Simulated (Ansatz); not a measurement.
`F[Si](Cl)(Cl)[O][GeH3]` + `CCCl` → `F[Si](Cl)(Cl)Cl` + `CC[O][GeH3]` at 500 K and 1 bar (formal exchange of groups at the Si–O bond).

Program: Ansatz. Geometries: PBE0-D4/def2-TZVP. ΔE: electronic, gas phase. CCSD(T)/CBS is the MP2 limit (def2-TZVPP, def2-QZVPP) plus CCSD(T) − MP2 in def2-TZVPP, frozen cores. For Ge outer-core shells are correlated without core-valence functions, which leaves a few kJ/mol of doubt a bond. Scalar relativity is left out up to krypton. Each species was taken in one conformer, which may not be the lowest.

```
                 species  CCSD(T)/CBS energy (Eh)  H − E (kJ/mol)  S (J/(mol·K))
`F[Si](Cl)(Cl)[O][GeH3]`              -3461.76595           147.9          497.6
                  `CCCl`               -538.89655           203.1          312.5
       `F[Si](Cl)(Cl)Cl`              -1768.43208            59.9          379.3
           `CC[O][GeH3]`              -2232.20346           290.3          403.7
```

H − E and S are ideal-gas, rigid-rotor, harmonic terms from PBE0-D4/def2-TZVP, for one conformer and one mirror image of each species. 1 Eh = 2625.50 kJ/mol, R = 8.31446 J/(mol·K).

Task: By hand: ΔE, ΔH, ΔS and ΔG.

Result: ΔE = (-1768.43208) + (-2232.20346) − (-3461.76595) − (-538.89655) = 0.02696 Eh = 70.8 kJ/mol. Δ(H − E) = 59.9 + 290.3 − 147.9 − 203.1 = -0.8, so ΔH = 70.0 kJ/mol. ΔS = 379.3 + 403.7 − 497.6 − 312.5 = -27.1 J/(mol·K). ΔG = 70.0 − 500 × (-27.1)/1000 = 83.5 kJ/mol.

Task: By hand: the equilibrium constant, and the temperature at which ΔG would vanish if ΔH and ΔS stayed fixed.

Result: log₁₀ K = −ΔG/(RT ln 10) = -8.7. ΔH and −TΔS have one sign here, so there is no such temperature.

ΔH outweighs TΔS. A doubt of 5 kJ/mol in ΔE shifts log₁₀ K by 0.5 here. Other conformers and mirror images would add mixing entropy, several J/(mol·K) or more a flexible species. Modes under 60 cm⁻¹, often nearly free rotors, make the harmonic entropy too high. These are equilibria of isolated gas molecules and say nothing of rates. Largest T1 diagnostic: 0.011 (customary marks: 0.02 for closed shells, 0.045 for open ones).
